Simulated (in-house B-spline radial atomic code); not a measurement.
How numerical settings move a run on the lutetium ion Lu⁺, [Xe] 4f14 6s2. Computed with a B-spline radial code for spherical atoms: Dirac-Kohn-Sham BLYP, spherical fractional occupations, Fermi nucleus of rms radius 5.37 fm.

Command:
```bash
python run_scf.py task.json out
```
Settings of the sound reference run:
```
Z                71
electrons        70
configuration    [Xe] 4f14 6s2
hamiltonian      dirac
method           b88,lyp
spin_polarised   False
nucleus          fermi
rms_radius       5.37
mass_number      175
atomic_mass      174.9408
speed_of_light   137.036
knot_spacing     0.22
spline_order     8
gauss_points     12
box_radius       35.29
max_iterations   70
damping          0.5
damped_steps     3
diis_vectors     10
tolerance        1e-08
start            Thomas-Fermi
```

Cost of the run: 2.3 s on 1 thread of Arm Neoverse N1, on a shared host.

It converges in 11 iterations to -14579.921000 hartree, with 6s1/2 at -10.9774 eV. The other runs change the listed settings, some to values that make no sense; their results aren't properties of the atom or ion. Radii are in bohr (the nuclear one in fm), a minus after a letter asks for a j subshell, and «unchanged» means within 1e-8 hartree. The run stops when the residual is below 10 × tolerance × max(1, Z/10), or a noise floor if that is larger, and the energy moves by less than 1e-8 × √|E| hartree; so very loose and very tight tolerances often act alike.

| changed settings | outcome |
| --- | --- |
| diis_vectors = 1 | not converged after 70 iterations, last residual 4.6e+00, last energy +7.48e+02 hartree from the reference |
| diis_vectors = 2 | converged in 16 iterations, energy unchanged, 6s1/2 level -7.6e-06 eV |
| box_radius = 141.16 | converged in 11 iterations, energy unchanged |
| box_radius = 7.06, first_knot = 0.0141, max_iterations = 75, damped_steps = 30, tolerance = 1e-13 | converged in 36 iterations, energy +5.89e+00 hartree from the reference, 6s1/2 level +3.3e-01 eV (the program warns: 6s1/2 reaches the box edge; 5p3/2 reaches the box edge) |
| damped_steps = 0 | converged in 10 iterations, energy unchanged, 6s1/2 level -7.0e-06 eV |
| electrons = 71, configuration = [Xe] 4f14 6s2 7p-1, max_iterations = 75 | converged in 15 iterations to -14579.9829 hartree, a different physical problem (warning: 7p1/2 reaches the box edge) |
| damped_steps = 1 | converged in 12 iterations, energy unchanged, 6s1/2 level -4.7e-06 eV |
| box_radius = 7.06 | converged in 11 iterations, energy +9.46e-03 hartree from the reference, 6s1/2 level +3.2e-01 eV (the program warns: 6s1/2 reaches the box edge; 5p3/2 reaches the box edge) |
| damped_steps = 8 | converged in 14 iterations, energy unchanged, 6s1/2 level -1.3e-05 eV |
| box_radius = 3.53 | converged in 11 iterations, energy +9.98e-01 hartree from the reference, 6s1/2 level +1.6e+01 eV (the program warns: 6s1/2 has a positive eigenvalue: unbound, held by the box; 5s1/2 reaches the box edge) |
| knot_spacing = 1, box_radius = 1.41, max_iterations = 50, damped_steps = 1, diis_vectors = 20 | converged in 8 iterations, energy +7.46e+01 hartree from the reference, 6s1/2 level +5.2e+02 eV (the program warns: 6s1/2 has a positive eigenvalue: unbound, held by the box; 5s1/2 has a positive eigenvalue: unbound, held by the box) |
| method = hf, speed_of_light = 63.91359 | converged in 13 iterations to -16181.3951 hartree, a different physical problem |
| diis_vectors = 4 | converged in 12 iterations, energy unchanged, 6s1/2 level -8.9e-06 eV |
| knot_spacing = 0.55, gauss_points = 6, max_iterations = 75, damping = 0, tolerance = 1e-13 | stopped with error: index 2 is out of bounds for axis 0 with size 2 |
| diis_vectors = 0 | converged in 61 iterations, energy unchanged, 6s1/2 level -7.0e-07 eV |

**Question.** What happens with damped_steps = 30?

**Answer.** Converged in 34 iterations, energy unchanged, 6s1/2 level -6.4e-06 eV.

**Question.** What happens with box_radius = 1.41?

**Answer.** Converged in 8 iterations, energy +7.21e+01 hartree from the reference, 6s1/2 level +5.2e+02 eV (the program warns: 6s1/2 has a positive eigenvalue: unbound, held by the box; 5s1/2 has a positive eigenvalue: unbound, held by the box).

**Question.** What happens with electrons = 71, configuration = [Xe] 4f14 6s3, max_iterations = 100?

**Answer.** Stopped with error: shell 6s holds at most 2 electrons.

**Question.** What happens with first_knot = 0.0141, max_iterations = 75, damping = 0?

**Answer.** Converged in 15 iterations, energy +5.88e+00 hartree from the reference, 6s1/2 level +1.7e-04 eV.
